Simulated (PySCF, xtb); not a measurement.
C3H5ClGeO, SMILES [GeH2]([CH]=O)[C](Cl)=C. Other conformers were not sampled.

Harmonic wavenumbers (cm⁻¹) from GFN2-xTB (xtb) at its own minimum, in rising order: 31, 35, 87, 152, 245, 280, 339, 397, 489, 547, 607, 644, 690, 723, 769, 804, 882, 1051, 1333, 1367, 1644, 1755, 1930, 2038, 2689, 3082, 3114.

**Question.** What does B3LYP-D3(BJ)/def2-SVP run with PySCF give at its own minimum? (Estimate from the structure and the level; the computed values follow.)

**Answer.** 33, 59, 88, 182, 273, 307, 373, 422, 499, 598, 646, 708, 732, 750, 851, 885, 926, 1088, 1367, 1387, 1666, 1807, 2129, 2146, 2829, 3136, 3235. Paired by order, the mean absolute difference is 52 cm⁻¹ and the zero-point energies are 39.6 and 41.6 kcal/mol.
